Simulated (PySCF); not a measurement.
In³⁺ (indium, charge +3) across methods

[Kr] 4d10, closed-shell 1S. All numbers are calculated (PySCF 2.14, scalar relativity by spin-free X2C-1e, in aug-cc-pwCVTZ-DK3 with one added diffuse shell each of s, p, d, f type (11s10p8d5f1g, 125 functions)).

```tsv
method	E (hartree)	mean ε 4s (eV)	mean ε 4p (eV)	mean ε 4d (eV)	Σ⟨r²⟩ (bohr²)	⟨S²⟩
PBE0	-5878.47	-155.53	-112.78	-50.356	25.52	0.000
LDA	-5872.90	-149.08	-107.81	-48.134	25.67	0.000
revPBE	-5878.64	-149.05	-107.65	-47.798	25.60	0.000
M06	-5878.94	-156.29	-113.18	-50.410	25.47	0.000
r2SCAN	-5878.80	-152.26	-109.91	-48.324	25.47	0.000
PBE	-5878.38	-149.11	-107.72	-47.877	25.62	0.000
UHF	-5876.24382	-173.37	-126.61	-56.572	25.39	0.000
r2SCANh	-5878.80	-154.44	-111.66	-49.270	25.45	0.000
```
